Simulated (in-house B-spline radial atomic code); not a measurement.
Configurations of the terbium ion Tb³⁺, with energies counted from [Xe] 4f8. Level of theory: scalar-relativistic (X2C) B97-1, spin-polarised, spherical fractional occupations, exact exchange averaged over the configuration, Fermi nucleus of rms radius 5.06 fm; calculated with an all-electron radial atomic-structure program (B-spline basis). Shells without spins written out take the highest spin.

Occupations are held fixed; configurations that lie above the ionisation limit could autoionise.

```
           configuration  E - E(ref) (eV)  highest orbital  its <r> (bohr)
            [Xe] 4f7 6s1           11.259            6s up           2.966
            [Xe] 4f7 6p1           17.033            6p up           3.495
   [Kr] 4d10 4f9 5s2 5p5           22.055          4f down          0.8781
[Kr] 4d9 4f8 5s2 5p6 6s1           157.72            6s up           2.961
[Kr] 4d9 4f8 5s2 5p6 6f1           176.98            6f up           7.286
```

Task: Order these further configurations by energy, lowest first.
A. [Kr] 4d10 4f8 5s2 5p5 6f1
B. [Kr] 4d9 4f8 5s2 5p6 5f1
C. [Xe] 4f7 5f1
D. [Kr] 4d9 4f8 5s2 5p6 6d1
E. [Kr] 4d10 4f8 5s2 5p5 6d1

Result: C (25.783 eV), E (42.524 eV), A (48.833 eV), D (170.62 eV), B (172.27 eV).

Task: How far above the reference does [Kr] 4d9 4f8 5s2 5p6 6p1 lie?

Result: 163.5 eV; its least bound orbital is 6p up with <r> = 3.489 bohr.
